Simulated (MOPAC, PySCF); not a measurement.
C10H9BO, SMILES `Bc1c(O)cccc2cccc1-2`, neutral singlet in the gas phase. 

Cartesian coordinates (Å):
```xyz
21

B      0.4837     2.6232    -0.0953
C     -0.0197     1.1392    -0.0431
C     -1.4264     1.1125    -0.0498
O     -1.9071     2.3953    -0.1011
C     -2.3043     0.0372    -0.0141
C     -2.0199    -1.3317     0.0392
C     -0.7833    -1.9659     0.0699
C      0.4929    -1.3999     0.0553
C      1.7040    -2.1026     0.0882
C      2.7604    -1.1738     0.0586
C      2.2511     0.1279     0.0068
C      0.8431     0.0530     0.0022
H      0.6972     3.2309     0.9271
H      0.7135     3.1524    -1.1570
H     -2.8694     2.4198    -0.1054
H     -3.3693     0.3009    -0.0301
H     -2.8949    -1.9868     0.0592
H     -0.8077    -3.0600     0.1112
H      1.7983    -3.1874     0.1296
H      3.8208    -1.4316     0.0738
H      2.8370     1.0474    -0.0251
```
Charge 0, spin multiplicity 1.

All levels are single points at this geometry (PBE0-D3(BJ)/def2-SVP); Pople sets use spherical d functions. Orbital energies aren't observables, and empty levels follow the basis.

B3LYP/6-311+G** in PySCF gives HOMO (eV) = -5.33.

**Question.** Estimate the HOMO (eV) from each of these levels: PBE-D3(BJ)/def2-TZVP in PySCF; ωB97X-D3(BJ)/def2-TZVP in PySCF; B3LYP/6-31G* in PySCF; BP86/6-31G* in PySCF; PBE/6-31G* in PySCF; SVWN5/6-31G* in PySCF; HF/3-21G in PySCF; HF/6-31G* in PySCF; AM1 in MOPAC; PM3 in MOPAC; PM6 in MOPAC; PM7 in MOPAC.

**Answer.** 
| level | HOMO (eV) |
|---|---|
| PBE-D3(BJ)/def2-TZVP in PySCF | -4.65 |
| ωB97X-D3(BJ)/def2-TZVP in PySCF | -7.37 |
| B3LYP/6-31G* in PySCF | -4.93 |
| BP86/6-31G* in PySCF | -4.40 |
| PBE/6-31G* in PySCF | -4.30 |
| SVWN5/6-31G* in PySCF | -4.47 |
| HF/3-21G in PySCF | -6.86 |
| HF/6-31G* in PySCF | -6.70 |
| AM1 in MOPAC | -7.81 |
| PM3 in MOPAC | -7.92 |
| PM6 in MOPAC | -7.97 |
| PM7 in MOPAC | -8.02 |
